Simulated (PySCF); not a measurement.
Computed IR spectrum (relative IR intensity) of a molecule C₄H₃ClF₂. The structure is a stationary point at B3LYP-D3(BJ)/def2-SVP. Other conformers were not sampled. Level of theory: B3LYP-D3(BJ)/def2-SVP (PySCF). Frequencies are harmonic and unscaled.

Lines under 2 % of the strongest are left out, and lines within 2 cm⁻¹ are merged.

ν (cm⁻¹): 635 (w), 875 (m), 1002 (w), 1129 (s), 1232 (m), 1393 (w), 1511 (vw), 2100 (vs) (against the strongest line: vs over 80 %, s over 45 %, m over 15 %, w over 4 %, vw less)

Problem. Identify the compound among the candidates.
A. C#CCC(F)(F)Cl
B. CC(F)=C=C(F)Cl
C. C=C/C(F)=C(/F)Cl
D. C=C(Cl)/C(F)=C\F

Solution. B, CC(F)=C=C(F)Cl
